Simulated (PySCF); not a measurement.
First hyperpolarisability: SMILES O=C\C=C/C=C\C=C/[O-], [C₇H₇O₂]-, charge -1

Geometry:
```csv
atom,x (Å),y (Å),z (Å)
O1,4.228,-0.819,-1.172
C2,3.041,-0.700,-0.880
C3,2.199,0.412,-1.195
C4,0.857,0.538,-0.859
C5,0.002,-0.331,-0.164
C6,-1.350,-0.075,0.109
C7,-2.152,1.016,-0.204
C8,-3.528,1.065,0.181
O9,-4.174,0.221,0.799
H10,2.533,-1.526,-0.310
H11,2.685,1.222,-1.750
H12,0.386,1.473,-1.193
H13,0.403,-1.282,0.198
H14,-1.890,-0.854,0.664
H15,-1.758,1.876,-0.755
H16,-4.047,2.015,-0.144
```

Total charge -1.

Method used: PySCF, quadratic response CAM-B3LYP/aug-cc-pVDZ first hyperpolarisability, Taylor convention, gas phase. Geometry: PBE0-D3(BJ)/def2-SVP.

For a gas-phase anion, states above the detachment energy (about 2.4 eV, taken as minus the energy of the highest occupied orbital) lie in the continuum and depend on the basis.

(1) What is the first hyperpolarisability, and how does it disperse?

(2) Which lowest excitations and polarisabilities go with it?

Answers

(1) In 10⁻³⁰ esu, Taylor convention; the vector part is βᵢ = ⅓ Σⱼ (βᵢⱼⱼ + βⱼᵢⱼ + βⱼⱼᵢ):
```csv
process,λ (nm),β vector norm,β HRS,depolarisation ratio
"static β(0;0,0)",∞,5.08,2.02,5.83
"second harmonic β(−2ω;ω,ω)",1907,4.38,1.80,5.03
"Pockels β(−ω;ω,0)",1907,4.86,–,–
"second harmonic β(−2ω;ω,ω)",1064,14.72,6.85,4.18
"Pockels β(−ω;ω,0)",1064,4.34,–,–
```

(2) S1 3.02 eV (f = 0.791); S2 3.38 eV (f = 0.010); S3 3.61 eV (f = 0.002); isotropic α 159.4 au static, 163.0 au at 1907 nm, 172.1 au at 1064 nm, 175.9 au at 953.5 nm, 261.6 au at 532 nm.
